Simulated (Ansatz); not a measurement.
Reaction (ligand exchange at a Ga–N bond): `[NH2][Ga]([F])[SH]` + H₂S → `[F][Ga]([SH])[SH]` + NH₃

Isolated molecules relaxed with PBE0-D4/def2-TZVP in Ansatz; ΔE leaves out vibrations. CCSD(T)/CBS is the MP2 limit (def2-TZVPP, def2-QZVPP) plus CCSD(T) − MP2 in def2-TZVPP, frozen cores. This one scheme is used for every species. Functionals use def2-TZVPP. B3LYP here is the variant with VWN-RPA as its local correlation; programs differ in this. For Ga outer-core shells are correlated without core-valence functions, which leaves a few kJ/mol of doubt a bond. Scalar relativity is left out up to krypton. One conformer a species, not always the lowest.

```json
{"level": "PBE-D4", "ΔE (kJ/mol)": "-57.3", "difference from CCSD(T)/CBS": "-9.1"}
{"level": "r2SCAN-D4", "ΔE (kJ/mol)": "-54.7", "difference from CCSD(T)/CBS": "-6.5"}
{"level": "PBE0-D4", "ΔE (kJ/mol)": "-56.3", "difference from CCSD(T)/CBS": "-8.1"}
{"level": "B3LYP-D4", "ΔE (kJ/mol)": "-52.4", "difference from CCSD(T)/CBS": "-4.2"}
{"level": "ωB97X-V", "ΔE (kJ/mol)": "-47.7", "difference from CCSD(T)/CBS": "0.5"}
{"level": "ωB97M-V", "ΔE (kJ/mol)": "-50.3", "difference from CCSD(T)/CBS": "-2.1"}
{"level": "B2PLYP", "ΔE (kJ/mol)": "-49.1", "difference from CCSD(T)/CBS": "-0.9"}
{"level": "PBE", "ΔE (kJ/mol)": "-56.1", "difference from CCSD(T)/CBS": "-7.9"}
{"level": "r2SCAN", "ΔE (kJ/mol)": "-54.5", "difference from CCSD(T)/CBS": "-6.3"}
{"level": "PBE0", "ΔE (kJ/mol)": "-55.1", "difference from CCSD(T)/CBS": "-6.9"}
{"level": "B3LYP", "ΔE (kJ/mol)": "-50.3", "difference from CCSD(T)/CBS": "-2.1"}
{"level": "HF/def2-TZVPP", "ΔE (kJ/mol)": "-47.2", "difference from CCSD(T)/CBS": "1.0"}
{"level": "MP2/def2-TZVPP", "ΔE (kJ/mol)": "-48.7", "difference from CCSD(T)/CBS": "-0.5"}
{"level": "SCS-MP2/def2-TZVPP", "ΔE (kJ/mol)": "-45.9", "difference from CCSD(T)/CBS": "2.3"}
{"level": "CCSD/def2-TZVPP", "ΔE (kJ/mol)": "-45.6", "difference from CCSD(T)/CBS": "2.6"}
{"level": "CCSD(T)/def2-TZVPP", "ΔE (kJ/mol)": "-47.4", "difference from CCSD(T)/CBS": "0.8"}
{"level": "HF/def2-QZVPP", "ΔE (kJ/mol)": "-45.8", "difference from CCSD(T)/CBS": "2.4"}
{"level": "MP2/def2-QZVPP", "ΔE (kJ/mol)": "-48.7", "difference from CCSD(T)/CBS": "-0.5"}
{"level": "SCS-MP2/def2-QZVPP", "ΔE (kJ/mol)": "-45.9", "difference from CCSD(T)/CBS": "2.3"}
{"level": "HF/CBS(def2)", "ΔE (kJ/mol)": "-45.6", "difference from CCSD(T)/CBS": "2.6"}
{"level": "MP2/CBS(def2)", "ΔE (kJ/mol)": "-49.6", "difference from CCSD(T)/CBS": "-1.4"}
{"level": "CCSD/CBS(def2)", "ΔE (kJ/mol)": "-46.4", "difference from CCSD(T)/CBS": "1.8"}
{"level": "CCSD(T)/CBS", "ΔE (kJ/mol)": "-48.2", "difference from CCSD(T)/CBS": "0"}
```

Largest T1 diagnostic among the species: 0.013.
